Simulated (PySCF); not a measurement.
# Radial density of Ga²⁺ (gallium, charge +2)

UHF, [Ar] 3d10 4s1, 2S determinant. Calculation: PySCF 2.14, in cc-pVTZ-PP with ECP10MDF (5s4p3d1f, 39 functions); a scalar-relativistic core potential. This is the valence pseudo-density: the core potential removes the inner electrons and smooths the orbitals near the nucleus.

| r (bohr) | 4πr²ρ (e/bohr) | 4πr²(ρα − ρβ) |
| --- | --- | --- |
| 0.00247 | 2.695e-05 | 0.0000 |
| 0.00415 | 7.319e-05 | 0.0000 |
| 0.00698 | 0.0001876 | 0.0000 |
| 0.0117 | 0.0004398 | 0.0000 |
| 0.0197 | 0.0009791 | 0.0000 |
| 0.0332 | 0.002546 | 0.0001 |
| 0.0558 | 0.01624 | 0.0001 |
| 0.0939 | 0.1714 | -0.0003 |
| 0.158 | 1.417 | -0.0034 |
| 0.266 | 7.737 | -0.0023 |
| 0.447 | 23.76 | 0.0622 |
| 0.752 | 20.56 | -0.0230 |
| 1.26 | 4.780 | 0.3310 |
| 2.13 | 0.8422 | 0.5488 |
| 3.58 | 0.09449 | 0.0909 |
| 6.02 | 0.0005769 | 0.0006 |

Energies and moments cover only the electrons outside the core potential.

Where is the radial spin density 4πr²(ρα − ρβ) most negative, and why is it negative at all?

Around r = 0.752 bohr, down to -0.0230 e/bohr: exchange with the open shell polarises the paired shells in an unrestricted calculation.
